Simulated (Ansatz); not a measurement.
Mulliken charges of `Cl[SiH]1BCN1` from PBE/def2-TZVPP in Ansatz (PBE0-D4/def2-TZVP geometry).

| atom | x (Å) | y (Å) | z (Å) | charge (e) |
| --- | --- | --- | --- | --- |
| Cl1 | -2.000 | 1.945 | 0.767 | -0.242 |
| Si2 | -0.083 | 1.204 | 0.457 | 0.298 |
| B3 | 0.200 | -0.695 | 1.073 | 0.004 |
| C4 | 0.208 | -1.046 | -0.467 | -0.090 |
| N5 | 0.153 | 0.328 | -0.996 | -0.246 |
| H6 | 0.782 | 2.395 | 0.656 | -0.076 |
| H7 | 0.312 | -1.415 | 2.013 | 0.044 |
| H8 | 1.106 | -1.602 | -0.776 | 0.090 |
| H9 | -0.655 | -1.673 | -0.743 | 0.094 |
| H10 | 0.059 | 0.507 | -1.981 | 0.125 |

By hand: the dipole of these point charges (1 e Å = 4.8032 D).

Σ q r = (0.403, -0.584, -0.107) e Å, of length 0.718 e Å = 3.45 D.

How does the dipole of the full density compare? (Best estimate.)

Computed: (0.256, -0.318, -0.264) e Å, 2.34 D; the point charges give 1.47 times that, at 25° from its direction.

Point charges leave out the atoms' own dipoles, such as those of lone pairs, and Mulliken's split depends on the basis, so the two needn't agree.
